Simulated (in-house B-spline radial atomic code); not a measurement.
A calculation on the krypton ion Kr⁴⁺ (an excited or competing configuration): its settings, and results tabulated from the run. Method: non-relativistic OLYP, spin-polarised, spherical fractional occupations, point nucleus. Calculated with an all-electron radial atomic-structure program (B-spline basis).

Command:
```bash
python run_scf.py task.json out
```
Settings:
```
Z                36
configuration    [Ar] 3d10 4s2 4p1 4d1
hamiltonian      nr
method           optx,lyp
spin_polarised   True
```

Output (hartree, bohr):
```
 radial grid: 49 intervals, B-splines of order 8, outer radius 22.1277 bohr

 iter        energy (Eh)    residual
    1       -2746.143617    4.56e-01
    2       -2747.379999    3.47e-01
    3       -2749.173920    2.66e-02
    4       -2749.192804    9.23e-03
    5       -2749.193325    1.42e-03
    6       -2749.193364    1.07e-03
    7       -2749.193380    7.51e-05
    8       -2749.193380    6.93e-06
    9       -2749.193380    4.32e-07
   10       -2749.193380    2.00e-08

 total energy                     -2749.19338
 kinetic                            2747.8513
 electron-nucleus                  -6503.2498
 Hartree                            1100.8389
 exchange-correlation                -94.6337

 orbital      occ     eigenvalue          <r>       <r^2>       <1/r>       r_max
 1s up      1.000      -513.0168    0.0424581  0.00241375     35.4898     0.02805
 1s down    1.000      -513.0129    0.0424578  0.00241372       35.49     0.02805
 2s up      1.000       -68.6631     0.187765   0.0414886     7.89154      0.1581
 2s down    1.000       -68.6566     0.187757   0.0414847     7.89182      0.1581
 2p up      3.000       -62.3453      0.16183   0.0319785     7.87238      0.1251
 2p down    3.000       -62.3381     0.161826   0.0319763     7.87249      0.1251
 3s up      1.000       -11.5619     0.540221    0.335051     2.63064      0.4766
 3s down    1.000       -11.5571     0.540215    0.334939     2.62984      0.4768
 3p up      3.000        -9.3112     0.543417    0.344967     2.52375      0.4671
 3p down    3.000        -9.3052     0.543268    0.344592     2.52338      0.4672
 3d up      5.000        -5.2741     0.548052    0.368078     2.29208      0.4093
 3d down    5.000        -5.2647      0.54673    0.365549     2.29446      0.4094
 4s up      1.000        -2.7355      1.44647     2.35352      0.9191       1.308
 4s down    1.000        -2.6246       1.4436     2.35589    0.927718       1.293
 4p up      1.000        -2.1690      1.58959     2.85664    0.826815       1.424
 4d up      1.000        -1.3162      2.02779     4.71202    0.639822       1.768
```

Time taken, with all properties: 0.12 s on 1 thread of Arm Neoverse N1, with other jobs on the host.
